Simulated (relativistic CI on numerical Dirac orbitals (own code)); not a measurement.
A reference radial Dirac CI calculation of Cu+ gave the lowest total energy -1652.07183 Ha in 36 SCF steps, from this input:

```
atom Cu  Z=29  charge=1  electrons=28
nucleus A=63  rms_radius_fm=3.8823
hamiltonian dirac-coulomb  breit=on  qed=on  c_scale=1
orbitals kli  potential=per-configuration
slater_scale 1
correlation none
mixing on
grid step=0.0125 r_max=74.5
scf mixing=0.4 start=green max_iterations=150 tolerance=2e-08 node_fill=0.05
configurations
  [Ar] 3d10
  [Ar] 3d9 4s
  [Ar] 3d9 4p
end
```

One setting was then changed (and the iteration limit cut to 67), and the output read:

```
SCF 1: [Ar] 3d10
 iter      energy (Ha)   residual   last orbital (Ha)
      1s not found; potential halved back
error: SCF of 1s2 2s2 2p6 3s2 3p6 3d10 stopped: an orbital could not be found
end: not converged
```

(1) Which setting was changed?
A. charge
B. start potential
C. configuration list
D. speed of light

## Answers

(1) D. The speed of light × 0.05. This setting is bad on purpose; its numbers may not be properties of the ion.
